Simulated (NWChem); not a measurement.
System: CH₆BeOSi; SMILES [O](C)[Be][SiH3]

```xyz
10

Be     0.0015    -0.0025    -0.0035
O     -0.6973    -0.3325    -1.1641
C     -1.3908    -0.6534    -2.3075
H     -2.1465     0.1164    -2.5424
H     -0.7114    -0.7357    -3.1737
H     -1.9149    -1.6186    -2.1961
Si     1.0852     0.5101     1.8007
H      0.7288    -0.3841     2.9522
H      0.8099     1.9150     2.2511
H      2.5716     0.4038     1.6226
```
Atoms are numbered in this order, from 1.

Level: PBE0/def2-SVP (NWChem), optimised geometry, unscaled harmonic frequencies. 

### Question
List the harmonic frequencies with IR intensities, and the thermochemistry.

### Answer
```csv
frequency (cm⁻¹),IR intensity (km/mol)
19,0.0
75,1.4
75,1.4
234,34.1
234,34.1
352,0.0
504,0.1
504,0.1
871,194.8
940,37.8
940,37.8
1054,5.1
1190,0.2
1191,0.2
1464,225.6
1474,3.8
1474,3.8
1565,391.0
2198,55.9
2200,103.9
2201,105.4
3022,96.8
3110,30.3
3110,30.3
```

The zero-point energy is 42.9 kcal/mol and the thermal correction to the enthalpy at 298.15 K (with zero-point energy) is 48.1 kcal/mol. The heat capacity Cv is 22.0 cal/(mol K) and the entropy at 298.15 K and 1 atm (symmetry number 3) is 83.2 cal/(mol K). The dipole moment is 2.45 D.

Rigid rotor and harmonic oscillator; modes under 100 cm⁻¹ make the entropy uncertain.
